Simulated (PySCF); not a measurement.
Precursor series Mo OH-NH2. All species are isolated molecules in the gas phase. One relaxed conformer stands for each flexible species; it need not be the lowest.

Calculation: PBE-D3(BJ)/def2-TZVP // TPSS-D3(BJ)/def2-SVP (PySCF). All candidates: neutral, multiplicity 1. 

- HOMO: -6.10 eV
- LUMO: -3.53 eV
- HOMO–LUMO gap: 2.58 eV

Task: Which member has these values?
(A) [Mo(OH)2(NH2)4]
(B) [Mo(OH)(NH2)5]
(C) [Mo(OH)5(NH2)]
(D) [Mo(OH)4(NH2)2]

Result: D, [Mo(OH)4(NH2)2]. The others give [Mo(OH)(NH2)5]: -5.07 eV, -2.72 eV, 2.35 eV; [Mo(OH)2(NH2)4]: -5.26 eV, -2.92 eV, 2.34 eV; [Mo(OH)5(NH2)]: -6.40 eV, -3.84 eV, 2.56 eV
